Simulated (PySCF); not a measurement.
Vertical excitations of a molecule C₄H₆ClF from TDDFT-PBE/def2-SVPD (PySCF), as energy in eV (oscillator strength): 6.46 (0.071), 6.72 (0.004), 6.73 (0.004), 6.89 (0.032), 7.01 (0.005), 7.10 (0.009), 7.28 (0.021), 7.61 (0.015), 7.71 (0.006), 7.72 (0.003). Lowest triplet (TDA): 6.06 eV. Coordinates come from a PBE-D3(BJ)/def2-SVP optimisation. One conformer was computed; it need not be the lowest.

Problem. Identify the compound among the candidates.
(A) C[C@]1(F)C[C@H]1Cl
(B) FC1(CCl)CC1
(C) CC/C=C(\F)Cl
(D) C=CC[C@H](F)Cl

Solution. B, FC1(CCl)CC1
